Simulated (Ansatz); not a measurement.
`C[O][Ge][Cl]` + H₂S → `[SH][Ge][Cl]` + CH₃OH at 400 K and 1 bar (ligand exchange at a Ge–O bond).

Program: Ansatz. Geometries: PBE0-D4/def2-TZVP. ΔE: electronic, gas phase. CCSD(T)/CBS is the MP2 limit (def2-TZVPP, def2-QZVPP) plus CCSD(T) − MP2 in def2-TZVPP, frozen cores. This one scheme is used for every species. For Ge outer-core shells are correlated without core-valence functions, which leaves a few kJ/mol of doubt a bond. Scalar relativity is left out up to krypton. Each species was taken in one conformer, which may not be the lowest.

```json
{"species": "`C[O][Ge][Cl]`", "CCSD(T)/CBS energy (Eh)": "-2650.97453", "H − E (kJ/mol)": "139.2", "S (J/(mol·K))": "359.7"}
{"species": "H₂S", "CCSD(T)/CBS energy (Eh)": "-398.97279", "H − E (kJ/mol)": "53.4", "S (J/(mol·K))": "215.9"}
{"species": "`[SH][Ge][Cl]`", "CCSD(T)/CBS energy (Eh)": "-2934.32884", "H − E (kJ/mol)": "49.0", "S (J/(mol·K))": "327.3"}
{"species": "CH₃OH", "CCSD(T)/CBS energy (Eh)": "-115.61712", "H − E (kJ/mol)": "151.2", "S (J/(mol·K))": "252.6"}
```

H − E and S are ideal-gas, rigid-rotor, harmonic terms from PBE0-D4/def2-TZVP, for one conformer and one mirror image of each species. 1 Eh = 2625.50 kJ/mol, R = 8.31446 J/(mol·K).

Question: By hand: ΔE, ΔH, ΔS and ΔG.

Answer: ΔE = (-2934.32884) + (-115.61712) − (-2650.97453) − (-398.97279) = 0.00136 Eh = 3.6 kJ/mol. Δ(H − E) = 49.0 + 151.2 − 139.2 − 53.4 = 7.6, so ΔH = 11.2 kJ/mol. ΔS = 327.3 + 252.6 − 359.7 − 215.9 = 4.3 J/(mol·K). ΔG = 11.2 − 400 × (4.3)/1000 = 9.5 kJ/mol.

Question: By hand: the equilibrium constant, and the temperature at which ΔG would vanish if ΔH and ΔS stayed fixed.

Answer: log₁₀ K = −ΔG/(RT ln 10) = -1.2. ΔG = 0 at ΔH/ΔS = 2605 K, far beyond where these terms or the molecules hold.

The number of gas molecules stays the same, so ΔS is small and ΔH decides. A doubt of 5 kJ/mol in ΔE shifts log₁₀ K by 0.7 here. Other conformers and mirror images would add mixing entropy, several J/(mol·K) or more a flexible species. These are equilibria of isolated gas molecules and say nothing of rates. Largest T1 diagnostic: 0.015 (customary marks: 0.02 for closed shells, 0.045 for open ones).
